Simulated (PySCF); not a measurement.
PySCF input for CH8O3Si2, SMILES C[Si](O)(O)[SiH2]O, TPSSh-D3(BJ)/def2-SVP. 

```python
import numpy as np
from pyscf import gto, scf, dft
import os
os.environ['JAX_PLATFORMS'] = 'cpu'
from ase import Atoms, units
from ase.calculators.calculator import Calculator, all_changes
from sella import Sella

mol = gto.M(
    atom='''
    C     1.77292326    0.72625449    1.11739524
    Si    0.43283242   -0.41284099    0.36477712
    O    -0.45147212   -1.03863203    1.60256650
    O     1.10973928   -1.71817229   -0.33752134
    Si   -0.80931090    0.50391489   -1.31608379
    O    -1.64450344    1.67532373   -0.53081350
    H     1.35045122    1.66197560    1.47268299
    H     2.53202119    0.97414206    0.38173992
    H     2.27492891    0.25391799    1.95944093
    H    -1.00848316   -0.46804221    2.12241158
    H     1.43861673   -2.42964003    0.20661235
    H    -1.78392042   -0.36307833   -2.00065501
    H    -0.04409522    1.12794995   -2.40789640
    H    -2.23646970    2.26205809   -0.99426772
    ''',
    basis='def2-SVP',
    charge=0,
    spin=0,
    max_memory=1600,
    verbose=3,
)
mf = dft.RKS(mol, xc='tpssh').density_fit(auxbasis='def2-universal-jkfit')
mf.disp = 'd3bj'
mf.grids.level = 4
mf.conv_tol = 1e-9
mf.max_cycle = 100
mf.kernel()
grad = mf.nuc_grad_method()
grad.grid_response = mol.nao <= 150
scan = grad.as_scanner()
scan.verbose = scan.base.verbose = 0
class SCF(Calculator):
    implemented_properties = ['energy', 'forces']
    def calculate(self, atoms=None, properties=None, system_changes=all_changes):
        super().calculate(atoms, properties, system_changes)
        e, g = scan(mol.set_geom_(self.atoms.positions, unit='Angstrom', inplace=False))
        assert scan.converged
        self.results = {'energy': float(e) * units.Hartree, 'forces': -np.asarray(g) * units.Hartree / units.Bohr}
atoms = Atoms(mol.elements, mol.atom_coords(unit='Angstrom'), calculator=SCF())
conv = Sella(atoms, order=0, internal=True, allow_fragments=True).run(fmax=0.002, steps=150)
mol_eq = mol.set_geom_(atoms.positions, unit='Angstrom', inplace=False)
print(mol_eq.tostring(format='xyz'))
mf.reset(mol_eq)
mf.verbose = 3
mf.kernel()
```

Program output:

```
converged SCF energy = -847.359830172798
     Step          Energy         fmax         cmax       rtrust          rho
Sella   0   -23057.835440       1.6426       0.0000       0.1000       1.0000
Sella   1   -23058.015209       1.6426       0.0000       0.1000       1.2411
Sella   2   -23058.059553       0.8107       0.0000       0.1000       1.0964
Sella   3   -23058.066742       0.3455       0.0000       0.1000       1.4516
Sella   4   -23058.072276       0.1595       0.0000       0.1000       1.2393
Sella   5   -23058.073546       0.1008       0.0000       0.1000       1.3528
Sella   6   -23058.074159       0.1114       0.0000       0.1000       1.3427
Sella   7   -23058.074449       0.0642       0.0000       0.1000       1.3910
Sella   8   -23058.074694       0.0232       0.0000       0.1000       1.5794
Sella   9   -23058.075463       0.0377       0.0000       0.1000       1.8102
Sella  10   -23058.077261       0.0952       0.0000       0.1000       1.2785
Sella  11   -23058.080300       0.0714       0.0000       0.1000       1.0740
Sella  12   -23058.085337       0.0327       0.0000       0.1000       1.0560
Sella  13   -23058.093102       0.0446       0.0000       0.1150       1.0127
Sella  14   -23058.105323       0.0519       0.0000       0.1150       0.9446
Sella  15   -23058.117619       0.0765       0.0000       0.1150       0.9171
Sella  16   -23058.129055       0.0768       0.0000       0.1322       1.0188
Sella  17   -23058.141561       0.0904       0.0000       0.1322       1.0706
Sella  18   -23058.151389       0.1187       0.0000       0.1521       0.9818
Sella  19   -23058.164233       0.0954       0.0000       0.1521       0.8905
Sella  20   -23058.174194       0.1334       0.0000       0.1521       0.9472
Sella  21   -23058.181646       0.0657       0.0000       0.1749       1.0090
Sella  22   -23058.184943       0.0949       0.0000       0.1749       1.0317
Sella  23   -23058.186198       0.0977       0.0000       0.1749       1.5007
Sella  24   -23058.187034       0.0590       0.0000       0.1749       1.1772
Sella  25   -23058.187197       0.0205       0.0000       0.1749       1.3881
Sella  26   -23058.187285       0.0220       0.0000       0.1749       1.1840
Sella  27   -23058.187310       0.0142       0.0000       0.1749       1.3533
Sella  28   -23058.187325       0.0068       0.0000       0.1749       1.2958
Sella  29   -23058.187331       0.0057       0.0000       0.1749       1.3099
Sella  30   -23058.187333       0.0061       0.0000       0.1749       1.2852
Sella  31   -23058.187333       0.0031       0.0000       0.1749       1.2205
14
XYZ from PySCF
C           2.17126489        0.51861501        0.90723129
Si          0.51773919       -0.23392295        0.45745379
O          -0.49234851       -0.01924807        1.77573762
O           0.69055357       -1.84308330        0.01768395
Si         -0.74843464        0.74307419       -1.25221051
O          -2.23376587        0.70740495       -0.43091156
H           2.06948016        1.59843808        1.10153833
H           2.91145736        0.37505645        0.10382360
H           2.56869484        0.05248184        1.82548896
H          -1.41725447        0.09141932        1.48866216
H           1.10654823       -2.41915892        0.67604280
H          -0.82729139       -0.00227898       -2.54317522
H          -0.36705490        2.14940126       -1.59237519
H          -3.01633040        1.03693204       -0.89460114
converged SCF energy = -847.372761989898
```

The run converged.

Cost: about 23 core-minutes (a rough figure).
